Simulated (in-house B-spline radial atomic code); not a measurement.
The numbers below are computed, except where a source is named.
## C6 from the polarisability at imaginary frequency: Ga⁺

OLYP linear response of the closed shell [Ar] 3d10 4s2, from a B-spline radial code for spherical atoms; scalar-relativistic (spin-free one-electron X2C), finite nucleus, no spin-orbit coupling; shells from n = 2 respond.

The dispersion coefficient of two like species is C6 = (3/π) ∫ α(iu)² du from 0 to ∞.

```tsv
u (hartree)	α(iu) (bohr³)
0	18.32
0.0849	17.24
0.198	13.75
0.339	9.564
0.566	5.637
0.849	3.463
1.27	2.109
1.98	1.229
2.83	0.7931
4.24	0.4736
7.07	0.2339
14.1	0.08053
```

(1) Fit one oscillator, α(iu) = α(0)/(1 + u²/ω²), through u = 1.27 and estimate C6.

(2) How does that compare with the full integral?

Results:

(1) From α(0)/α(iu) − 1 = 18.32/2.109 − 1 = 7.6866, ω = u/√7.6866 = 0.4581 hartree (12.5 eV). London's formula gives C6 = (3/4) α(0)² ω = 0.75 × 18.32² × 0.4581 = 115.3 hartree·bohr⁶, and the oscillator holds f = α(0) ω² = 3.84 electrons, of a sum of oscillator strengths of 28.6.

(2) The program's quadrature over all excitations gives C6 = 94.49, so the single oscillator is off by +22.0 %. At the last point the fit gives α = 0.0193 against 0.0805: higher excitations, and deeper shells where there are any, keep the true curve higher at large u.
